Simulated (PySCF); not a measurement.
Species: C₆H₈NO₂ (charge -1).
Numbering: `[CH3:1]/[N:2]=[CH:3]\[C:4]1([C:5](=[O:6])[O-:7])[CH2:8][CH2:9]1`

Cartesian coordinates in Å at the GFN2-xTB level; atoms count from 1:
```
atom  x, y, z in Å
C1     2.078   -0.131   -0.935
N2     1.965   -0.191    0.503
C3     0.818   -0.082    1.041
C4    -0.482    0.132    0.415
C5    -0.723    1.692    0.017
O6    -0.564    1.934   -1.177
O7    -1.049    2.403    0.961
C8    -1.696   -0.609    0.874
C9    -1.114   -0.880   -0.486
H10    1.292    0.462   -1.406
H11    3.053    0.303   -1.171
H12    2.054   -1.145   -1.349
H13    0.830   -0.092    2.132
H14   -1.588   -1.372    1.638
H15   -2.630   -0.066    0.935
H16   -1.641   -0.517   -1.358
H17   -0.610   -1.828   -0.643
```

Definitions: NICS(0) = −σiso at the ring centroid; NICS(1) = −σiso and NICS(1)zz = −σzz at ±1 Å along the ring normal z. Level: GIAO PBE0/pcSseg-1 (PySCF, non-relativistic, gas phase) on the GFN2-xTB geometry, one conformer.

Ring bond lengths (Å), with Mayer bond orders in brackets: C4–C8 1.494 (0.96), C8–C9 1.504 (0.97), C9–C4 1.496 (0.93).

Task: What do the NICS probes read (ppm)?

Result: 
| ring | type | NICS(0) | NICS(1), two faces | NICS(1)zz, two faces | rms pucker (Å) | centre to ring atoms, mean (Å) |
| --- | --- | --- | --- | --- | --- | --- |
| C4–C8–C9 | 3-membered carbocycle; formal bonds all single | -40.2 | -9.4 / -7.3 | -21.3 / -18.6 | 0.00 | 0.86 |

Task: What do they say, and how far can they be read as aromaticity?

Result: 
- C4–C8–C9: mean NICS(1)zz -20.0 ppm, shielded. C4, C8, C9 have four or more neighbours, so the value isn't read as a sign of a π ring current. A hydrogen on C9, outside the ring, lies only 1.46 Å from a NICS(1) probe, which then mostly feels that atom. NICS(0) lies 32 ppm below the mean NICS(1).

Task: List the ring angles and the Hirshfeld charges of the ring atoms.

Result: 
- C4–C8–C9: C4 60.4° (-0.031 e), C8 59.8° (-0.111 e), C9 59.8° (-0.110 e); sum 180.0° against 180° for a flat convex ring.

Task: How shielded are the nuclei of the rings and their hydrogens (means over atoms taken as equivalent)?

Result: 
```
   atoms                    environment  σ isotropic (ppm)
      C4  sp3 carbon next to a carbonyl              147.7
 C8 (×2)     three-membered-ring carbon              173.6
H14 (×2)             methylene hydrogen              31.56
H15 (×2)             methylene hydrogen              30.92
```

Hardware: Arm Neoverse V2, one thread, no GPU (shared host). Cost: 38 s wall (with the writing of density and orbital grids), 0.75 GiB resident at most. This is the whole shielding run at PBE0/pcSseg-1, SCF included.
